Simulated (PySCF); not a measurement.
# LaOBr: from structure and modes to constants

Level of theory: PBE0 in PySCF with La def2-TZVP with ECP46, O def2-TZVP, Br def2-TZVP; scalar-relativistic core potentials, no spin–orbit coupling; density-fitted integrals.

The singlet minimum has Cs symmetry. Masses (u): La 138.90635, O 15.99492, Br 78.91834.

```xyz
3
charge 0 multiplicity 1, angstrom
La   -0.6839    0.0000   -0.6016
O    -2.3016    0.0000    0.4175
Br    1.6697    0.0000    0.9730
```

Harmonic wavenumbers (cm⁻¹): 111.0 (a', ×1), 207.2 (a', ×1), 807.0 (a', ×1).

(1) Find the principal moments of inertia and the rotational constants. What kind of rotor is it?

(2) What is the harmonic zero-point energy?

(3) Find the vibrational entropy and heat capacity at 298.15 K.

(4) Give the standard entropy (298.15 K, 1 bar) by its translational, rotational, vibrational and spin parts, and Cp.

## Answers

(1) About the centre of mass I = 40.101, 457.39, 497.49 u Å². With B = 16.8576/I this gives 0.4204, 0.03686, 0.03389 cm⁻¹. The molecule is an asymmetric top with κ = -0.98.

(2) Half the sum of all 3 wavenumbers, 1125/2 = 563 cm⁻¹, which is 6.7 kJ/mol (1 cm⁻¹ = 0.0119627 kJ/mol).

(3) With u = 1.43878 ω/T, each mode gives S = R[u/(eᵘ−1) − ln(1−e⁻ᵘ)] and C = R u² eᵘ/(eᵘ−1)².
```csv
ω (cm⁻¹),u,S (J/(mol K)),C (J/(mol K))
111.0,0.535,13.61,8.12
207.2,1.000,8.65,7.66
807.0,3.894,0.84,2.68
```
The sums over all modes are S = 23.1 and C = 18.4 J/(mol K); the softest mode gives 59 % of the entropy.

(4) Sackur–Tetrode with M = 233.82 u gives 176.9; rotation with symmetry number 1 gives 115.1; vibration 23.1; spin R ln 1 = 0.0. The total is 315.1 J/(mol K), and Cp = 4 R + 18.4 = 51.7 J/(mol K).

This need not be the most stable arrangement of these atoms.
